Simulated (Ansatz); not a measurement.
Ansatz results at the PBE0-D4/def2-TZVP geometry: LUMO energy (ωB97M-V/def2-TZVPP) -0.67 eV; LUMO energy (B3LYP/def2-TZVPP) -2.77 eV; HOMO energy (PBE0/def2-TZVPP) -7.11 eV.

Each molecule was computed in one conformer, which needn't be the lowest.

(1) Which molecule gave them?
A. `O[SiH]1[NH][SbH]1`
B. `C[AsH][AlH2]`
C. `C=CB(C)[SiH3]`
D. `[CH3][GeH2][BH][AlH2]`

Answers

(1) D. The others give `C=CB(C)[SiH3]`: -0.08, -2.24, -7.60; `C[AsH][AlH2]`: -0.07, -1.86, -6.64; `O[SiH]1[NH][SbH]1`: 0.54, -1.44, -6.43.

B3LYP here is the variant with VWN-RPA as its local correlation; programs differ in this.
